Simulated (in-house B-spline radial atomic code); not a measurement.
How numerical settings move a run on O5+, [He] 2s1. Computed with a B-spline radial code for spherical atoms: Dirac-Kohn-Sham PBE, spherical fractional occupations, Fermi nucleus of rms radius 2.6991 fm.

Command:
```bash
python run_scf.py task.json out
```
Settings of the sound reference run:
```
Z                8
electrons        3
configuration    [He] 2s1
hamiltonian      dirac
method           pbe,pbe
spin_polarised   False
nucleus          fermi
rms_radius       2.6991
mass_number      16
atomic_mass      15.99491
speed_of_light   137.036
knot_spacing     0.22
spline_order     8
gauss_points     12
box_radius       10.53
max_iterations   70
damping          0.5
damped_steps     3
diis_vectors     10
tolerance        1e-08
start            Thomas-Fermi
```

Run time, properties included: 0.55 s on 1 thread of Intel(R) Xeon(R) Platinum 8375C CPU @ 2.90GHz, with other jobs on the host.

It converges in 8 iterations to -64.158048 hartree, with 2s1/2 at -125.873 eV. The other runs change the listed settings, some to values that make no sense; their results aren't properties of the atom or ion. Radii are in bohr (the nuclear one in fm), a minus after a letter asks for a j subshell, and «unchanged» means within 1e-8 hartree. The run stops when the residual is below 10 × tolerance × max(1, Z/10), or a noise floor if that is larger, and the energy moves by less than 1e-8 × √|E| hartree; so very loose and very tight tolerances often act alike.

| changed settings | outcome |
| --- | --- |
| knot_spacing = 0.15 | converged in 8 iterations, energy -2.90e-07 hartree from the reference, 2s1/2 level -3.2e-05 eV |
| knot_spacing = 1 | converged in 7 iterations, energy +3.50e-03 hartree from the reference, 2s1/2 level -2.0e-03 eV |
| electrons = 4, configuration = [He] 2s1 3f1, max_iterations = 60 | stopped with error: there is no 3f shell |
| first_knot = 1.25e-05 | converged in 8 iterations, energy -3.44e-08 hartree from the reference, 2s1/2 level -2.3e-05 eV |
| max_iterations = 100, damping = 0.95, tolerance = 0.001 | converged in 7 iterations, energy unchanged, 2s1/2 level -1.3e-06 eV |
| damped_steps = 8 | converged in 12 iterations, energy unchanged |
| knot_spacing = 0.1 | converged in 9 iterations, energy -3.01e-07 hartree from the reference, 2s1/2 level -3.2e-05 eV |
| knot_spacing = 2 | converged in 7 iterations, energy +5.57e-01 hartree from the reference, 2s1/2 level +4.0e-02 eV (the program warns: 1s1/2 reaches the box edge) |
| knot_spacing = 1.4 | converged in 7 iterations, energy +9.84e-02 hartree from the reference, 2s1/2 level -3.7e-02 eV |
| first_knot = 0.000125 | converged in 7 iterations, energy +5.93e-07 hartree from the reference, 2s1/2 level +1.2e-05 eV |
| knot_spacing = 0.75 | converged in 7 iterations, energy +3.50e-03 hartree from the reference, 2s1/2 level +4.2e-03 eV |
| damped_steps = 1 | converged in 7 iterations, energy unchanged |
| knot_spacing = 0.4 | converged in 7 iterations, energy +2.53e-05 hartree from the reference, 2s1/2 level +4.7e-04 eV |
| spline_order = 4, first_knot = 0.000125, max_iterations = 100, damping = 0.2, diis_vectors = 20 | converged in 7 iterations, energy +1.51e-05 hartree from the reference, 2s1/2 level +1.2e-04 eV |
| knot_spacing = 0.55, gauss_points = 6, max_iterations = 12, diis_vectors = 4 | converged in 7 iterations, energy +2.75e-04 hartree from the reference, 2s1/2 level +3.8e-03 eV |
| first_knot = 0.375 | converged in 7 iterations, energy +6.16e-02 hartree from the reference, 2s1/2 level +5.8e-02 eV |
| method = hf, speed_of_light = 6.002177 | stopped with error: Z/c is past the critical charge |

(1) What happens with first_knot = 0.0125?

(2) What happens with electrons = 5, configuration = [He] 2s3, max_iterations = 50?

(3) What happens with first_knot = 0.125, max_iterations = 60, tolerance = 0.001?

(4) What happens with first_knot = 0.00125?

## Answers

(1) Converged in 7 iterations, energy +5.77e-05 hartree from the reference, 2s1/2 level +8.1e-05 eV.

(2) Stopped with error: shell 2s holds at most 2 electrons.

(3) Converged in 7 iterations, energy +6.97e-03 hartree from the reference, 2s1/2 level +6.5e-03 eV.

(4) Converged in 7 iterations, energy +4.08e-06 hartree from the reference, 2s1/2 level -3.7e-05 eV.
